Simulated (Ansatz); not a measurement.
Mulliken charges of `CB(O)S` from ωB97M-V/def2-TZVPP in Ansatz (PBE0-D4/def2-TZVP geometry).

| atom | x (Å) | y (Å) | z (Å) | charge (e) |
| --- | --- | --- | --- | --- |
| C1 | 0.225 | 0.856 | -0.671 | -0.380 |
| B2 | 0.093 | -0.475 | 0.140 | 0.215 |
| O3 | 0.880 | -1.532 | -0.190 | -0.267 |
| S4 | -1.088 | -0.675 | 1.523 | -0.214 |
| H5 | -0.716 | 1.101 | -1.173 | 0.120 |
| H6 | 0.454 | 1.700 | -0.014 | 0.118 |
| H7 | 1.007 | 0.786 | -1.428 | 0.116 |
| H8 | 0.748 | -2.321 | 0.342 | 0.181 |
| H9 | -1.604 | 0.561 | 1.471 | 0.111 |

Problem. By hand: the dipole of these point charges (1 e Å = 4.8032 D).

Solution. Σ q r = (-0.026, 0.192, -0.073) e Å, of length 0.207 e Å = 0.99 D.

Problem. How does the dipole of the full density compare? (Best estimate.)

Solution. The calculation gave: (-0.049, 0.043, 0.030) e Å, 0.34 D; the point charges give 2.91 times that, at 60° from its direction.

Point charges leave out the atoms' own dipoles, such as those of lone pairs, and Mulliken's split depends on the basis, so the two needn't agree.
